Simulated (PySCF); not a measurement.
SMILES C=CCB(C)OC (GFN2-xTB optimised geometry):

```
18

B     -0.560    -0.082     0.000
C     -1.472    -1.415     0.026
C     -1.467    -2.008     1.400
C     -2.474    -1.938     2.251
H     -1.090    -2.158    -0.680
H     -2.498    -1.184    -0.259
H     -0.547    -2.498     1.697
H     -3.402    -1.455     1.990
H     -2.419    -2.362     3.239
C     -1.265     1.342     0.000
H     -1.934     1.438     0.853
H     -1.877     1.478    -0.889
H     -0.550     2.158     0.040
O      0.772    -0.082     0.000
C      1.624    -1.198     0.025
H      1.138    -2.098    -0.359
H      2.498    -0.969    -0.589
H      1.952    -1.380     1.052
```

Calculation: B3LYP/def2-SVP run with PySCF.

Task: What are the frontier orbital energies and the dipole moment?

Result: HOMO-2 -8.70 eV, HOMO-1 -8.14 eV, HOMO -6.63 eV, LUMO 0.09 eV, LUMO+1 1.21 eV; dipole moment 1.56 D.

On the same geometry PySCF 2.14.0 with PBE/def2-SVP gives HOMO-2 -7.44 eV, HOMO-1 -6.97 eV, HOMO -5.65 eV, LUMO -0.71 eV, LUMO+1 0.33 eV; dipole moment 1.52 D.

Meta-Löwdin charges at B3LYP/def2-SVP: B1 0.34, C2 -0.30, C3 -0.06, C4 -0.25, H5 0.10, H6 0.10, H7 0.09, H8 0.10, H9 0.10, C10 -0.41, H11 0.11, H12 0.10, H13 0.10, O14 -0.34, C15 -0.06, H16 0.09, H17 0.11, H18 0.10.
